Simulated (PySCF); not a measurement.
C₉H₆O₂S, SMILES O=C(c1ccsc1)c1ccco1, singlet (GFN2-xTB optimised geometry):

```
18

O     -0.877    -1.905    -0.393
C     -0.352    -0.862    -0.043
C     -1.108     0.401     0.000
C     -2.534     0.401     0.000
C     -3.058     1.646     0.015
S     -1.833     2.860     0.007
C     -0.602     1.673     0.000
C      1.055    -0.847     0.363
C      1.960    -1.884     0.298
C      3.164    -1.394     0.836
C      2.911    -0.102     1.197
O      1.650     0.237     0.917
H     -3.107    -0.508    -0.004
H     -4.088     1.941     0.027
H      0.421     1.985    -0.027
H      1.762    -2.860    -0.093
H      4.088    -1.924     0.945
H      3.531     0.647     1.650
```

Computed with CAM-B3LYP/def2-SVP in PySCF.

Question: What are the frontier orbital energies and the dipole moment?

Answer: HOMO-2 -8.55 eV, HOMO-1 -8.39 eV, HOMO -8.17 eV, LUMO -0.65 eV, LUMO+1 0.81 eV; dipole moment 2.88 D.

Meta-Löwdin charges at CAM-B3LYP/def2-SVP: O1 -0.43, C2 0.34, C3 -0.07, C4 -0.11, C5 -0.23, S6 0.28, C7 -0.22, C8 0.11, C9 -0.12, C10 -0.16, C11 0.07, O12 -0.23, H13 0.13, H14 0.13, H15 0.14, H16 0.13, H17 0.12, H18 0.13.
